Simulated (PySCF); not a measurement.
Excitation energy of Zr(2+) by level of theory

Zr(2+) [Kr] 4d2 (3F) → Zr(2+) [Kr] 4d1 5s1, s spin flipped, as a difference of total energies. Calculation: PySCF 2.14, in def2-QZVPPD with the def2 core potential (28 electrons) (7s5p4d3f2g, 81 functions); scalar relativity through the core potential. Correlated levels: valence: 4s2 4p6 frozen; valence and next inner shell: nothing frozen outside the core potential. The calculations carry no spin-orbit coupling.

```tsv
method	excitation energy (eV)
UHF	2.752
LDA	2.262
PBE	2.558
PBE0	2.703
r2SCAN	2.916
HSE06	2.671
B3LYP	2.415
M06	2.530
M06-L	3.032
MP2 (valence)	2.593
SCS-MP2 (valence)	2.472
MP2 (valence and next inner shell)	2.359
SCS-MP2 (valence and next inner shell)	2.363
```

How much does correlation contribute at MP2 (valence and next inner shell)?

2.359 − (2.752) = -0.393 eV, measured against UHF.

The upper determinant mixes two multiplicities, so it lies between the two terms.
